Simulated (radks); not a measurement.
Results of a calculation; reference values are marked as such.
Ionisation of the calcium ion Ca+, [Ar] 4s1, to [Ar] as the strength of local exchange is varied. Code: a radial shooting solver on a logarithmic mesh with Libxc functionals. Model: scalar-relativistic Kohn-Sham, Slater X-alpha exchange (alpha = 2/3 is LDA exchange), no correlation, spin-polarised, spherical densities, finite nucleus; open shells are filled with parallel spins first; Fermi nuclear charge, rms radius 3.4776 fm.

[
 {"alpha": "0.622", "E(Ca+) (hartree)": "-674.74306", "exchange (hartree)": "-30.31936", "IE (eV)": "11.249", "-e of the level emptied (eV)": "8.610 (4s)", "<r> of it (bohr)": "3.657"},
 {"alpha": "0.667", "E(Ca+) (hartree)": "-676.94037", "exchange (hartree)": "-32.60014", "IE (eV)": "11.523", "-e of the level emptied (eV)": "8.904 (4s)", "<r> of it (bohr)": "3.613"},
 {"alpha": "0.716", "E(Ca+) (hartree)": "-679.33969", "exchange (hartree)": "-35.09702", "IE (eV)": "11.826", "-e of the level emptied (eV)": "9.229 (4s)", "<r> of it (bohr)": "3.567"},
 {"alpha": "0.827", "E(Ca+) (hartree)": "-684.80071", "exchange (hartree)": "-40.80465", "IE (eV)": "12.526", "-e of the level emptied (eV)": "9.986 (4s)", "<r> of it (bohr)": "3.466"},
 {"alpha": "0.877", "E(Ca+) (hartree)": "-687.27233", "exchange (hartree)": "-43.39897", "IE (eV)": "12.847", "-e of the level emptied (eV)": "10.336 (4s)", "<r> of it (bohr)": "3.423"},
 {"alpha": "0.929", "E(Ca+) (hartree)": "-689.85051", "exchange (hartree)": "-46.11241", "IE (eV)": "13.185", "-e of the level emptied (eV)": "10.706 (4s)", "<r> of it (bohr)": "3.380"}
]

NIST Atomic Spectra Database: 11.872 eV (measured). The Delta-SCF value meets it near alpha = 0.72.
